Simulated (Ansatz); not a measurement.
Reaction (ligand exchange at the Si–N bond): `C=CN(C)[SiH3]` + `O=C[TeH]` → `O=C[Te][SiH3]` + `C=CNC`

Isolated molecules relaxed with PBE0-D4/def2-TZVP in Ansatz; ΔE leaves out vibrations. CCSD(T)/CBS is the MP2 limit (def2-TZVPP, def2-QZVPP) plus CCSD(T) − MP2 in def2-TZVPP, frozen cores. def2 core potentials past Kr. For Te outer-core shells are correlated without core-valence functions, which leaves a few kJ/mol of doubt a bond. One conformer a species, not always the lowest.

```
        species  MP2/CBS(def2) energy (Eh)
`C=CN(C)[SiH3]`                 -463.25029
     `O=C[TeH]`                 -382.10659
`O=C[Te][SiH3]`                 -672.38885
        `C=CNC`                 -172.97074
```

Task: Work out ΔE.

Result: ΔE = (-672.38885) + (-172.97074) − (-463.25029) − (-382.10659) = -0.00271 Eh = -7.1 kJ/mol. CCSD(T)/CBS gives -5.2 kJ/mol.

Largest T1 diagnostic among the species: 0.016.

From PBE to PBE0 (25 % exact exchange), in def2-TZVPP and without D4, ΔE moves by +3.6 kJ/mol. The D4 term adds +4.9 kJ/mol with B3LYP and +2.7 kJ/mol with PBE0; it sums over pairs of atoms, weighted by their polarisabilities, and B3LYP, whose exchange is more repulsive, gets the larger term.

B3LYP here is the variant with VWN-RPA as its local correlation; programs differ in this.
